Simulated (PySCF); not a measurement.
Sn(GeH3)(OH)3, SMILES [OH][Sn]([OH])([OH])[GeH3] (PBE0/def2-SVP optimised geometry):

```
11

O     -1.225    -1.752     1.798
Sn    -0.719    -1.080     0.000
O     -1.239     0.836     0.000
O      1.267    -1.080     0.000
Ge    -1.760    -2.425    -1.958
H     -0.430    -1.929     2.317
H     -1.596     1.080     0.863
H      1.596    -0.172     0.016
H     -1.193    -3.851    -1.929
H     -3.284    -2.451    -1.775
H     -1.392    -1.729    -3.275
```

Level of theory: PySCF with PBE0/def2-TZVP, def2 effective core potentials past Kr.

What are the frontier orbital energies and the dipole moment?

HOMO-2 -8.64 eV, HOMO-1 -8.63 eV, HOMO -8.09 eV, LUMO -1.21 eV, LUMO+1 -0.28 eV; dipole moment 0.87 D.

On the same geometry PBE/def2-TZVP, def2 effective core potentials past Kr (PySCF) gives HOMO-2 -6.92 eV, HOMO-1 -6.92 eV, HOMO -6.66 eV, LUMO -2.12 eV, LUMO+1 -1.04 eV; dipole moment 0.76 D.
